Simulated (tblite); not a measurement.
Compound: C₇H₁₂OP₂.
Structure used (GFN2-xTB), in Å, numbered top down from 1:
```xyz
22
C7H12OP2 angstrom
C     -2.518   -1.363   -1.061
O     -2.039   -0.104   -0.655
C     -0.956   -0.098    0.152
C     -0.278   -1.151    0.664
P      1.020   -0.593    1.784
C      2.536   -0.961    0.744
P      2.182   -0.961   -1.084
C      0.696    1.109    1.280
C     -0.399    1.206    0.506
C     -1.021    2.457   -0.011
H     -1.742   -1.926   -1.589
H     -3.353   -1.169   -1.733
H     -2.866   -1.948   -0.203
H     -0.542   -2.189    0.563
H      2.882   -1.963    1.022
H      3.315   -0.243    1.011
H      1.874    0.396   -1.166
H      3.509   -0.725   -1.454
H      1.253    1.948    1.664
H     -1.062    2.428   -1.098
H     -0.458    3.331    0.308
H     -2.044    2.537    0.353
```

Calculated harmonic vibrations of the isolated species, GFN2-xTB (tblite), most abundant isotopes, no scaling. This tight-binding method is rough: wavenumbers can miss measured ones by several per cent, in bad cases by 10 to 20. Modes of hydrogen on phosphorus can be 10 to 20 % off. One conformer, not necessarily the lowest.

Harmonic wavenumbers (cm⁻¹): 49.5, 61.6, 98.2, 111.7, 135.6, 175.7, 189.5, 203.7, 218.0, 257.8, 291.6, 349.2, 409.1, 470.9, 509.1, 515.3, 612.6, 624.8, 664.4, 709.0, 741.5, 773.3, 774.6, 818.8, 851.9, 857.7, 890.9, 1008.4, 1023.4, 1033.4, 1045.3, 1111.7, 1125.7, 1134.9, 1136.6, 1147.6, 1168.5, 1184.2, 1343.5, 1393.9, 1395.2, 1400.2, 1462.1, 1464.3, 1469.6, 1481.0, 1550.5, 1619.0, 2258.5, 2319.4, 2925.5, 2932.6, 2937.7, 2948.1, 3009.0, 3023.6, 3028.2, 3043.9, 3090.4, 3114.0.

A = 1270, B = 760.4, C = 655.3 MHz; mass 174.036 u (most abundant isotopes); point group C1, symmetry number 1.

Q: Zero-point energy?

A: ½Σν̃ = 36848 cm⁻¹ = 105.35 kcal/mol.

Q: Give the ideal-gas entropy at 200 K and 1 bar in the rigid-rotor, harmonic-oscillator model (classical rotation).

A: Translation 39.41, rotation 29.42, vibration 25.31: S = 94.1 cal/(mol K).

Q: And Cp and H(200 K) − H(0)?

A: Cp = 35.24 cal/(mol K), of which vibrations give 27.29 (their classical limit is 60 R = 119.2); H(200 K) − H(0) = 4.39 kcal/mol without the zero-point energy, 2.80 from vibrations.

Q: Blend soft modes into free rotors: weight 1/[1 + (100 cm⁻¹/ν̃)⁴] for the oscillator and the rest for a rotor with moment μB/(μ + B), μ = h/(8π²ν), B = 10⁻⁴⁴ kg m². What vibrational entropy results?

A: 23.82 cal/(mol K) in place of 25.31, which changes −T·S at 200 K by +0.30 kcal/mol.

Q: How do the functions run with temperature in this model?

A: 
```json
{"T (K)": "150", "S (cal/(mol K))": "84.9", "Cp (cal/(mol K))": "29.2", "H − H(0) (kcal/mol)": "2.78", "G − H(0) (kcal/mol)": "-9.96", "ln q(vib)": "3.92"}
{"T (K)": "250", "S (cal/(mol K))": "102.7", "Cp (cal/(mol K))": "41.4", "H − H(0) (kcal/mol)": "6.31", "G − H(0) (kcal/mol)": "-19.36", "ln q(vib)": "7.44"}
{"T (K)": "298.15", "S (cal/(mol K))": "110.5", "Cp (cal/(mol K))": "47.4", "H − H(0) (kcal/mol)": "8.45", "G − H(0) (kcal/mol)": "-24.49", "ln q(vib)": "9.11"}
{"T (K)": "400", "S (cal/(mol K))": "126.1", "Cp (cal/(mol K))": "59.2", "H − H(0) (kcal/mol)": "13.89", "G − H(0) (kcal/mol)": "-36.55", "ln q(vib)": "12.57"}
{"T (K)": "600", "S (cal/(mol K))": "153.7", "Cp (cal/(mol K))": "76.9", "H − H(0) (kcal/mol)": "27.62", "G − H(0) (kcal/mol)": "-64.60", "ln q(vib)": "19.15"}
{"T (K)": "900", "S (cal/(mol K))": "188.3", "Cp (cal/(mol K))": "93.7", "H − H(0) (kcal/mol)": "53.42", "G − H(0) (kcal/mol)": "-116.08", "ln q(vib)": "28.25"}
```

q(vib) and H(0) count from the zero-point level.

Hindered rotation and anharmonicity are outside this model. Other conformers, if any are populated, would add a mixing term that is left out. The structure is chiral; the term R ln 2 for an equal mix with its mirror image is left out.
